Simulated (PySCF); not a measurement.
Al(H)2(NHiPr), C₃H₁₀AlN, SMILES CC(C)[NH][AlH2], singlet (GFN2-xTB optimised geometry):

```
15

Al     0.902     0.938     0.000
H      0.181     2.305     0.000
H      2.445     0.938     0.000
N     -0.003    -0.599     0.005
C     -0.404    -1.243     1.254
C      0.343    -0.543     2.378
C     -1.916    -1.153     1.467
H     -0.395    -1.106    -0.782
H     -0.116    -2.305     1.236
H      0.084    -0.947     3.354
H      1.418    -0.640     2.218
H      0.094     0.522     2.354
H     -2.200    -1.630     2.402
H     -2.216    -0.107     1.494
H     -2.445    -1.644     0.652
```

Level of theory: PBE0/def2-TZVP (PySCF).

Task: What are the frontier orbital energies and the dipole moment?

Result: HOMO-2 -8.95 eV, HOMO-1 -8.33 eV, HOMO -6.18 eV, LUMO -0.99 eV, LUMO+1 0.78 eV; dipole moment 1.48 D.

On the same geometry PBE/def2-TZVP run with PySCF gives HOMO-2 -7.58 eV, HOMO-1 -6.99 eV, HOMO -4.85 eV, LUMO -1.80 eV, LUMO+1 -0.02 eV; dipole moment 1.49 D.

Meta-Löwdin charges at PBE0/def2-TZVP: Al1 0.64, H2 -0.18, H3 -0.18, N4 -0.64, C5 0.05, C6 -0.35, C7 -0.36, H8 0.22, H9 0.10, H10 0.13, H11 0.13, H12 0.11, H13 0.11, H14 0.11, H15 0.11.
